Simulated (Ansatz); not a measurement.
In₆N₆H₁₈⁺, a cluster cut from wurtzite InN (hydrogen-capped). Total charge 1; doublet. Geometry PBE-D4/def2-SVP, that of the neutral singlet; atoms count from 1.

```xyz
30

N    -0.6349    2.4034    0.8418
In    1.0347    2.1732   -0.6273
In    1.6775    0.1310    2.3176
N     2.1663    0.5570    0.1807
N    -0.0679    1.2199   -2.3226
In    2.3103   -1.1865   -1.2071
In   -1.8408    0.6550    1.5395
N    -0.3508   -0.7718    2.0777
N    -2.5877   -0.1117   -0.4234
In   -1.1922   -0.6959   -2.0695
In   -0.4974   -2.6694    0.9099
N     0.2171   -1.9541   -1.0813
H    -0.1579    2.7274    1.7017
H    -1.2518    3.1835    0.5696
H     1.6497    3.7303   -1.0997
H     1.3572    1.7340    3.0152
H     2.7812   -1.0573    2.9499
H     3.1423    0.8986    0.2284
H    -0.6462    1.9168   -2.8158
H     0.6827    0.9735   -2.9919
H     2.4040   -0.4476   -2.8208
H     3.4124   -2.3676   -0.5592
H    -3.1680    1.1866    2.5305
H    -0.5882   -1.0710    3.0398
H    -3.3415    0.4921   -0.7848
H    -3.0544   -1.0016   -0.1742
H    -2.0808   -1.0767   -3.5156
H     0.6164   -3.8440    1.5498
H    -2.2446   -2.9036    0.6834
H     0.2534   -2.8234   -1.6421
```

In the def2 sets In takes a core potential; there is no spin–orbit coupling. Single mean-field runs in def2-TZVP are fitted with def2-universal-jkfit.

Q: Estimate the Mulliken populations of the heavy atoms from the PBE0/def2-TZVP orbitals of Ansatz.

A: 
| atom | charge (e) | spin (α − β) |
| --- | --- | --- |
| N1 | -0.89 | 0.01 |
| In2 | 0.88 | -0.01 |
| In3 | 0.55 | 0.00 |
| N4 | -0.94 | 0.18 |
| N5 | -0.89 | 0.00 |
| In6 | 0.55 | -0.01 |
| In7 | 0.88 | 0.00 |
| N8 | -0.97 | 0.09 |
| N9 | -0.89 | 0.01 |
| In10 | 0.88 | -0.01 |
| In11 | 0.55 | 0.00 |
| N12 | -0.94 | 0.18 |
Mulliken values depend strongly on the basis.

Q: Where does the spin sit?

A: Summed by element: N 0.48, In -0.03, H 0.56, of 1 unpaired in all. Largest on single atoms: H21 0.23, N4 0.18, N12 0.18.

Q: And the Mayer bond orders between heavy atoms (over 0.3)?

A: N1–In2 0.51 (2.24 Å); N1–In7 0.51 (2.24 Å); In2–N4 0.65 (2.13 Å); In2–N5 0.51 (2.24 Å); In3–N4 0.51 (2.23 Å); In3–N8 0.55 (2.23 Å); N4–In6 0.54 (2.23 Å); N5–In10 0.51 (2.24 Å); In6–N12 0.54 (2.23 Å); In7–N8 0.65 (2.13 Å); In7–N9 0.51 (2.24 Å); N8–In11 0.55 (2.23 Å); N9–In10 0.51 (2.24 Å); In10–N12 0.65 (2.13 Å); In11–N12 0.51 (2.23 Å).
